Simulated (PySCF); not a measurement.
Isomers of C6H13Si2 (doublet state). Method: PBE0-D3(BJ)/def2-SVP geometry optimisation, gas phase in PySCF. Energies are electronic, without zero-point or thermal terms, for one conformer each. No frequencies were run at this level. Point groups hold within 0.08 Å. The open-shell SCF solutions weren't tested for stability.

Problem. Rank from lowest to highest electronic energy at this level (kcal/mol).
A. `[CH]1C[Si@H]2CC[Si@@H]1CC2` [radical]
B. `C1C[SiH]2CC[Si]1CC2` [radical]

Solution. B (0.0), A (6.1).

Both arise from one parent by loss of a hydrogen atom (C1C[SiH]2CC[Si]1CC2: H removed from Si; [CH]1C[Si@H]2CC[Si@@H]1CC2: H removed from sp3 C), so the differences are those of the electronic X–H dissociation energies at this level.

| SMILES | E (Eh) | E rel (kcal/mol) | dipole (D) | point group | A, B, C (MHz) | ⟨S²⟩ |
| --- | --- | --- | --- | --- | --- | --- |
| C1C[SiH]2CC[Si]1CC2 | -814.57262 | 0.0 | 0.16 | C3 | 1726, 1503, 1502 | 0.752 |
| [CH]1C[Si@H]2CC[Si@@H]1CC2 | -814.56290 | 6.1 | 0.29 | – | 1772, 1479, 1474 | 0.755 |

Problem. How do the relative energies change in single points at B3LYP/IGLO-III on C Si, pcH-1 on H (no added dispersion term) on the same geometries?

Solution. 
| SMILES | PBE0-D3(BJ)/def2-SVP (kcal/mol) | B3LYP/IGLO-III on C Si, pcH-1 on H (kcal/mol) | shift |
| --- | --- | --- | --- |
| C1C[SiH]2CC[Si]1CC2 | 0.0 | 0.0 | 0.0 |
| [CH]1C[Si@H]2CC[Si@@H]1CC2 | 6.1 | 3.3 | -2.8 |

Each column counts from its own lowest isomer. The order is unchanged; the largest shift is 2.8 kcal/mol.

Problem. As an exercise, what shares would exp(−E/RT) give at 1000 K from these electronic energies alone (no entropy, no degeneracies)?

Solution. RT = 1.987 kcal/mol: C1C[SiH]2CC[Si]1CC2 95.6 %, [CH]1C[Si@H]2CC[Si@@H]1CC2 4.4 %.
